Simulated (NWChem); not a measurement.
System: HfCl$_{3}$F; SMILES [F][Hf]([Cl])([Cl])[Cl]

Program: NWChem. Coordinates come from a PBE0/def2-SVP optimisation. def2 effective core potentials on Hf; no spin-orbit coupling. Level M06-2X/def2-SVP: energy and gradient on several grids; changes count from the extra-fine grid, which is no exact limit either.

Question: Which is the coarsest grid (xfine; coarse; fine; medium; xcoarse) from which on the energy stays within 500 μHa and each gradient component within 500 μHa/bohr of xfine?

Answer: coarse.
```json
[
 {"grid": "xcoarse", "size of the energy change (μHa)": "3000", "largest change of a gradient component (μHa/bohr)": "2000"},
 {"grid": "coarse", "size of the energy change (μHa)": "200", "largest change of a gradient component (μHa/bohr)": "200"},
 {"grid": "medium", "size of the energy change (μHa)": "50", "largest change of a gradient component (μHa/bohr)": "60"},
 {"grid": "fine", "size of the energy change (μHa)": "< 10", "largest change of a gradient component (μHa/bohr)": "100"},
 {"grid": "xfine", "size of the energy change (μHa)": "< 10", "largest change of a gradient component (μHa/bohr)": "< 30"}
]
```
